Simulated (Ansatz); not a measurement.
Input file for `[CH3][SbH2]`:

```yaml
crystal:
  periodic: [false, false, false]
  atoms:
    - {symbol: C, position_ang: [-0.610520, -0.478692, -0.404760]}
    - {symbol: Sb, position_ang: [0.668275, 0.179765, 1.208918]}
    - {symbol: H, position_ang: [-0.439312, -1.541508, -0.574806]}
    - {symbol: H, position_ang: [-1.649247, -0.331800, -0.109302]}
    - {symbol: H, position_ang: [-0.405820, 0.077218, -1.317107]}
    - {symbol: H, position_ang: [0.411602, 1.843088, 0.900250]}
    - {symbol: H, position_ang: [2.086122, 0.183828, 0.251108]}
basis:
  gaussian: {orbitals: def2-SVP}
correlation: {method: ccsd_t}
```

```sh
$ ansatz run in.yaml --threads 2 --pin off --events-out ev --progress --plain
```

The program prints (abridged):

```
Functional definition: HF
739 factors; integrals over basis functions are off by at most 1.3e-3 eV
mean field evaluation 1: about -7617.3479 eV, gradient 1.9e1 eV
mean field evaluation 2: about -7617.3543 eV, gradient 1.9e1 eV
mean field evaluation 4: about -7618.5451 eV, gradient 2.0e0 eV
mean field evaluation 8: about -7618.5635 eV, gradient 3.3e-4 eV
mean field -7618.56348473 eV, -279.9770440159 hartree, gradient 5.7e-6 eV, S^2 0.000000; 0 other end points of the search recorded, 0 dependent functions left out
5 core orbitals not correlated: weight in the atoms' cores, before any rotation towards them, 1.000 or more for the frozen orbitals, at most 0.000 for the correlated occupied ones
reference -7618.56348473 eV, -279.9770440159 hartree; 12, 12 occupied and 48, 48 virtual orbitals, 739 factors
second order -7.51988450 eV of doubles, -0.00000000 eV of singles
cycle   1  -8.21584297 eV  change   -7.0e-1 eV  update   7.1e-2
cycle   2  -8.51612725 eV  change   -3.0e-1 eV  update   2.5e-2
cycle   3  -8.54960160 eV  change   -3.3e-2 eV  update   8.2e-3
cycle   4  -8.54923013 eV  change    3.7e-4 eV  update   2.7e-3
cycle   5  -8.54883019 eV  change    4.0e-4 eV  update   7.8e-4
cycle   6  -8.54868242 eV  change    1.5e-4 eV  update   2.3e-4
cycle   7  -8.54867097 eV  change    1.1e-5 eV  update   7.0e-5
cycle   8  -8.54866900 eV  change    2.0e-6 eV  update   2.0e-5
perturbative correction -0.23728194 eV, -0.0087199505 hartree
Total energy: -7627.34943567 eV, -280.2999217578 hartree
```

Run time 1.2 s (2 threads of a server CPU on a shared host); peak host memory 0.2 GiB.

Correlation energy per correlated electron: -0.366 eV. T1 diagnostic: 0.0091.
